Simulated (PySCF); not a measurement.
Z-matrix (Å, degrees):
```
O
C 1 1.4044
H 2 1.1059 1 110.42
H 2 1.1059 3 107.39 1 120.48
H 2 1.1086 3 107.32 4 115.12
Ga 1 1.7892 2 126.15 3 -121.07
O 6 1.7780 1 112.92 2 -179.95
C 7 1.4102 6 125.26 1 0.02
H 8 1.1049 7 113.15 6 -0.10
H 8 1.1055 9 108.00 7 122.02
H 8 1.1055 9 107.99 10 115.94
H 6 1.5496 7 121.80 8 179.99
```
Charge 0, multiplicity 1.

Question: Give the S1 oscillator strength, HOMO and LUMO at the level ωB97X-D3(BJ)/def2-TZVP // B3LYP-D3(BJ)/def2-SVP in PySCF 2.14.0.

Answer: 
```
Quantity                    Value
----------------------  ---------
S1 oscillator strength      0.003
HOMO                    -10.14 eV
LUMO                      1.30 eV
```
